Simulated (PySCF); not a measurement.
B3LYP has the VWN-RPA correlation part, as in Gaussian. 

# C₂H₈Si₂, SMILES `C/[SiH]=[SiH]\C` (charge 0, multiplicity 1)

These are B3LYP-D3(BJ)/def2-TZVP run with PySCF 2.14.0 values and carry that method's errors.

```yaml
HOMO: -5.27 eV
dipole_moment: 1.41 D
HOMO–LUMO gap: 3.75 eV
LUMO: -1.53 eV
total_energy: -17961.77 eV
cost: about 60 core-seconds (a rough figure)
```

Bond lengths (Å): C1–Si2 1.882, C1–H5 1.091, C1–H6 1.091, C1–H7 1.092, Si2–Si3 2.157, Si2–H8 1.482, Si3–C4 1.882, Si3–H9 1.482, C4–H10 1.091, C4–H11 1.091, C4–H12 1.092. Bond angles (°): Si2–C1–H5 111.4, Si2–C1–H6 110.5, Si2–C1–H7 110.4, H5–C1–H6 108.5, H5–C1–H7 108.0, H6–C1–H7 108.0, C1–Si2–Si3 122.5, C1–Si2–H8 113.1, Si3–Si2–H8 117.3, Si2–Si3–C4 122.6, Si2–Si3–H9 117.2, C4–Si3–H9 113.1, Si3–C4–H10 110.5, Si3–C4–H11 111.4, Si3–C4–H12 110.4, H10–C4–H11 108.5, H10–C4–H12 108.0, H11–C4–H12 108.0.
